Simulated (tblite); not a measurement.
C₅H₁₃ClOSi₂.
Atom-mapped SMILES: `[CH3:1][CH2:2][O:3][CH2:4]/[CH:5]=[C:6](/[Cl:7])[SiH2:8][SiH3:9]` (hydrogens: H10, H11, H12 on C1; H13, H14 on C2; H15, H16 on C4; H17 on C5; H18, H19 on Si8; H20, H21, H22 on Si9)

Structure used (GFN2-xTB), in Å, numbered top down from 1:
```
atom  x, y, z in Å
C1    -1.1970    2.0755   -0.7450
C2    -1.5516    0.6206   -0.9958
O3    -0.7515   -0.2114   -0.1821
C4    -1.0590   -1.5764   -0.3191
C5    -0.0333   -2.4117    0.3771
C6     1.1934   -1.9722    0.6079
Cl7    2.2906   -3.0199    1.4453
Si8    1.8915   -0.2649    0.1647
Si9    1.3466    1.2622    1.8049
H10   -1.8296    2.7162   -1.3535
H11   -1.3444    2.3180    0.3031
H12   -0.1564    2.2549   -0.9977
H13   -1.3926    0.3655   -2.0557
H14   -2.6133    0.4447   -0.7621
H15   -1.0911   -1.8517   -1.3892
H16   -2.0569   -1.7814    0.1012
H17   -0.3602   -3.4014    0.6676
H18    3.3488   -0.5147    0.1697
H19    1.6166    0.0185   -1.2487
H20    2.3519    1.2723    2.8748
H21    1.3290    2.6371    1.2898
H22    0.0578    1.0395    2.4633
```

Method: GFN2-xTB as coded in tblite; computed harmonic values from a numerical Hessian at the method's own geometry, unscaled. This tight-binding method is rough: wavenumbers can miss measured ones by several per cent, in bad cases by 10 to 20. Modes of hydrogen on silicon can be 10 to 20 % off. One conformer, not necessarily the lowest.

Harmonic wavenumbers (cm⁻¹): 26.5, 67.6, 75.6, 89.2, 98.6, 126.1, 144.5, 194.7, 224.3, 232.5, 241.6, 281.7, 348.8, 420.1, 436.0, 447.6, 476.8, 498.1, 525.7, 576.0, 631.1, 702.5, 789.4, 804.6, 820.9, 830.5, 840.0, 880.1, 889.3, 938.7, 984.3, 1015.2, 1100.8, 1132.4, 1137.4, 1152.5, 1209.6, 1258.7, 1270.0, 1325.1, 1356.8, 1403.1, 1472.2, 1475.7, 1489.8, 1494.2, 1677.8, 2121.3, 2197.8, 2208.1, 2217.5, 2245.1, 2795.5, 2840.8, 2857.5, 2875.5, 3045.7, 3049.9, 3058.7, 3060.8.

A = 1308, B = 662.3, C = 489.3 MHz; mass 180.019 u (most abundant isotopes); point group C1, symmetry number 1.

What is the zero-point energy?

Half the sum of the wavenumbers: 35094 cm⁻¹ = 100.34 kcal/mol.

Give the ideal-gas entropy at 273.15 K and 1 bar in the rigid-rotor, harmonic-oscillator model (classical rotation).

Translation 41.06, rotation 30.75, vibration 41.79: S = 113.6 cal/(mol K).

And Cp and H(273.15 K) − H(0)?

Cp = 47.61 cal/(mol K), of which vibrations give 39.66 (their classical limit is 60 R = 119.2); H(273.15 K) − H(0) = 8.00 kcal/mol without the zero-point energy, 5.83 from vibrations.

How do the functions run with temperature in this model?

```json
{"T (K)": "100", "S (cal/(mol K))": "78.6", "Cp (cal/(mol K))": "25.2", "H − H(0) (kcal/mol)": "1.64", "G − H(0) (kcal/mol)": "-6.21", "ln q(vib)": "3.15"}
{"T (K)": "200", "S (cal/(mol K))": "100.2", "Cp (cal/(mol K))": "38.5", "H − H(0) (kcal/mol)": "4.85", "G − H(0) (kcal/mol)": "-15.20", "ln q(vib)": "7.36"}
{"T (K)": "300", "S (cal/(mol K))": "118.2", "Cp (cal/(mol K))": "50.8", "H − H(0) (kcal/mol)": "9.32", "G − H(0) (kcal/mol)": "-26.14", "ln q(vib)": "11.34"}
{"T (K)": "500", "S (cal/(mol K))": "149.2", "Cp (cal/(mol K))": "71.0", "H − H(0) (kcal/mol)": "21.62", "G − H(0) (kcal/mol)": "-52.97", "ln q(vib)": "18.76"}
{"T (K)": "800", "S (cal/(mol K))": "187.2", "Cp (cal/(mol K))": "90.6", "H − H(0) (kcal/mol)": "46.11", "G − H(0) (kcal/mol)": "-103.64", "ln q(vib)": "28.76"}
{"T (K)": "1000", "S (cal/(mol K))": "208.4", "Cp (cal/(mol K))": "99.0", "H − H(0) (kcal/mol)": "65.12", "G − H(0) (kcal/mol)": "-143.24", "ln q(vib)": "34.76"}
```

q(vib) and H(0) count from the zero-point level.

Which modes carry the vibrational entropy at 273.15 K?

26.5 cm⁻¹: 5.90; 67.6 cm⁻¹: 4.05; 75.6 cm⁻¹: 3.83; 89.2 cm⁻¹: 3.51; 98.6 cm⁻¹: 3.31; 126.1 cm⁻¹: 2.84 cal/(mol K); the other 54 give 18.35 together.

Hindered rotation and anharmonicity are outside this model. Other conformers, if any are populated, would add a mixing term that is left out. The structure is chiral; the term R ln 2 for an equal mix with its mirror image is left out.

Time: 1.3 s of wall time. Hardware: one thread of an Arm Neoverse V1, no GPU, shared host with 32 logical CPUs at a one-minute load of 22. This covers the Hessian and the dipole derivatives.
